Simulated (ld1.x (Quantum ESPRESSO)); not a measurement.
**What one change does to a pseudopotential (holmium, TM)**

holmium, norm-conserving Troullier–Martins (Kleinman–Bylander form), made with ld1.x (Quantum ESPRESSO) 7.5 (PBE, scalar-relativistic). Core [Kr] 4d10 5s2, reference 4f11 5p6 5d0 6s2 6p0. Waves: 5p (bound): rc 1.50 bohr; 5d (bound, empty): rc 2.20 bohr; 4f (bound): rc 1.40 bohr; 6s (bound): rc 3.80 bohr. Local part: the s channel. Core correction: none.

Change: wave 6s (bound): rc 3.80 bohr becomes 6s (bound): rc 4.88 bohr.

Cutoffs: the cutoffs (Ry, on a coarse ladder) from which the occupation-weighted sum of valence levels, in a spherical-Bessel basis at the reference potential, stays within 10 and 1 mRy of its value at 400 Ry; they do not see the model core or the augmentation charge, which bear on the density cutoff. Errors are all-electron minus pseudo energies relative to the spin-unpolarised reference configuration.

**Question.** What does the change do?

**Answer.** Of the 7 tests that both files solve, the error grows in 3 and shrinks in 2 by more than 15 % and 0.3 meV (median size 766.5 → 417.8 meV); neither file shows a bound ghost at the reference potential, the only one tested.

```tsv
quantity	base	changed
cutoff, loose	230 Ry	230 Ry
cutoff, tight	over 300 Ry	over 300 Ry
bound ghosts	none	none
error for 4f11 5p6 5d0 6s1 6p0, meV [ΔE 6.31 eV]	+0.9	-2.0
error for 4f11 5p6 5d0 6s0 6p0, meV [ΔE 18.12 eV]	-9.0	-130
error for 4f10 5p6 5d0 6s0 6p0, meV [ΔE 44.08 eV]	-942	-1477
error for 4f10 5p6 5d1 6s1 6p0, meV [ΔE 11.55 eV]	-767	-708
error for 4f10 5p6 5d0 6s2 6p0, meV [ΔE 10.34 eV]	-896	-418
error for 4f10 5p6 5d1 6s2 6p0, meV [ΔE 4.60 eV]	-832	-706
error for 4f11 5p6 5d0 6s1 6p1, meV [ΔE 2.73 eV]	-271	-282
```

Changed file: These tests converged, but a pseudo level misses the all-electron one widely, so the file describes the atom poorly there or has found another state: 4f10 5p6 5d0 6s0 6p0: 4f by 2.5 eV (a node warning on the way).
